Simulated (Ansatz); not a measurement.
Two structures of SiH4SOF2, closed shell, reached by relaxing down either side of one saddle point (PBE0-D4/def2-TZVP). Energies are electronic, without zero-point energy. Program: Ansatz 0.2.0. Basis: def2-TZVPP and def2-QZVPP. Cores are frozen in the correlated methods. Extrapolation: Hartree–Fock as exp(−7.88 √X), correlation as X^−2.97. First:

Si1  (-0.004, 0.838, 0.454)
S2  (0.329, -0.927, 1.546)
F3  (-1.414, 0.868, -0.280)
F4  (1.085, 1.093, -0.677)
H5  (0.035, 2.003, 1.356)
H6  (0.559, -1.056, -1.980)
O7  (-0.092, -1.406, -1.365)
H8  (0.449, -0.226, 2.689)
H9  (-0.947, -1.187, -1.744)
(Å)

Second:

Si1  (-0.514, 1.061, -0.502)
S2  (1.725, -1.287, 1.516)
F3  (-1.541, 1.985, -1.281)
F4  (0.921, 1.552, -0.947)
H5  (-0.686, 1.213, 0.940)
H6  (0.876, -1.654, 0.543)
O7  (-0.754, -0.490, -0.913)
H8  (0.871, -1.664, 2.479)
H9  (-0.898, -0.716, -1.834)
(Å)

Problem. Which bonds change from the first to the second?

Solution. SiH₂SF₂ ([F][SiH]([F])[SH]) + H₂O → SiH₂OF₂ ([OH][SiH]([F])[F]) + H₂S; bonds formed: Si1–O7, S2–H6; bonds broken: Si1–S2, H6–O7.

Problem. Give the saddle point's structure and its height above each. (An estimate is asked for; the value comes from the calculation.)

Solution. By the calculation: 0.971 eV above the first and 1.489 eV above the second (CCSD(T) at an estimated basis limit (MP2 extrapolated from triple and quadruple zeta, plus CCSD(T) − MP2 in triple zeta)).
Si1  (-0.136, 0.797, -0.059)
S2  (1.385, -0.755, 1.095)
F3  (-1.238, 1.458, -1.045)
F4  (1.158, 1.468, -0.697)
H5  (-0.689, 1.244, 1.225)
H6  (0.344, -1.319, -0.212)
O7  (-0.512, -0.813, -0.713)
H8  (0.502, -1.146, 2.028)
H9  (-0.814, -0.934, -1.623)
(Å)

T1 diagnostic: at most 0.012.

Labels in which every atom is bracketed show which atoms are joined, not bond orders.

For scale, one of the runs: CCSD(T)/def2-TZVPP, 233 basis functions, launched by `ansatz run in.yaml --threads 4 --pin off --events-out ev --progress --plain --max-ram 9574MiB`. Hardware: 4 CPU threads of an Arm Neoverse V1, shared host. Wall time 2.3 min; peak host memory 4.2 GiB.
